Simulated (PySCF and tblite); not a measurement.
Computed ¹H and ¹³C shifts (ppm) of 4 molecules with 8 carbons each, averaged over conformers at 298.15 K: GIAO PBE0/pcSseg-1 on GFN2-xTB geometries, unscaled, against TMS (¹H), TMS (¹³C) at the same level; H on other atoms than carbon is left out (PySCF, tblite).

P. ¹H: 3.95 (1H), 3.81 (3H), 3.63 (3H) ¹³C: 59.4 (1C), 51.7 (3C), 46.1 (1C), 41.7 (3C)
Q. ¹H: 6.59 (1H), 4.02 (3H), 1.94 (1H), 1.81 (3H) ¹³C: 165.6 (1C), 97.2 (1C), 89.1 (1C), 80.3 (1C), 76.5 (1C), 74.2 (1C), 60.0 (1C), 21.4 (1C)
R. ¹H: 7.67 (1H), 7.53 (1H), 7.28 (1H), 7.23 (1H), 3.97 (3H) ¹³C: 166.9 (1C), 135.6 (1C), 131.3 (1C), 124.6 (1C), 124.3 (1C), 121.8 (1C), 118.6 (1C), 56.0 (1C)
S. ¹H: 7.69 (2H), 7.64 (2H), 7.59 (1H), 5.82 (1H), 1.50 (3H) ¹³C: 150.4 (1C), 134.0 (2C), 133.0 (1C), 129.7 (2C), 95.4 (1C), 29.5 (1C)

The molecules:
1. C₈H₇NO, SMILES COc1cccc(C#N)c1
2. C8H8O, SMILES C#CC#C/C(C)=C\OC
3. C8H8S, SMILES S[C@]12[C@H]3[C@@H]4C5[C@H]3[C@H]1[C@@H]5[C@@H]42
4. PhCHFCH3, C₈H₉F, SMILES C[C@@H](F)c1ccccc1

(1) Which spectrum belongs to which molecule?

Unscaled shifts at such levels can be off by 15 ppm or more for ¹³C and 0.8 ppm for ¹H.

For scale, the study of COc1cccc(C#N)c1 took 2.6 min on 1 thread of Arm Neoverse V1, on a host shared with other jobs (rough), launched as `OMP_NUM_THREADS=1 python ens_run.py task.json out`.

Results:

(1) P is 3; Q is 2; R is 1; S is 4.

Assigned:
1. [CH3:1][O:2][c:3]1[cH:4][cH:5][cH:6][c:7]([C:8]#[N:9])[cH:10]1: ¹³C: 166.9 (C3), 135.6 (C5), 131.3 (C6), 124.6 (C8), 124.3 (C4), 121.8 (C10), 118.6 (C7), 56.0 (C1) ppm.
2. [CH:1]#[C:2][C:3]#[C:4]/[C:5]([CH3:6])=[CH:7]\[O:8][CH3:9]: ¹³C: 165.6 (C7), 97.2 (C5), 89.1 (C3), 80.3 (C1), 76.5 (C4), 74.2 (C2), 60.0 (C9), 21.4 (C6) ppm.
3. [SH:1][C@:2]12[C@H:3]3[C@@H:4]4[C@@H:5]5[C@H:6]3[C@H:7]1[C@@H:8]5[C@H:9]24: ¹³C: 59.4 (C2), 51.7 (C3/C7/C9), 46.1 (C5), 41.7 (C4/C6/C8) ppm.
4. [CH3:1][C@@H:2]([F:3])[c:4]1[cH:5][cH:6][cH:7][cH:8][cH:9]1: ¹³C: 150.4 (C4), 134.0 (C6/C8), 133.0 (C7), 129.7 (C5/C9), 95.4 (C2), 29.5 (C1) ppm.
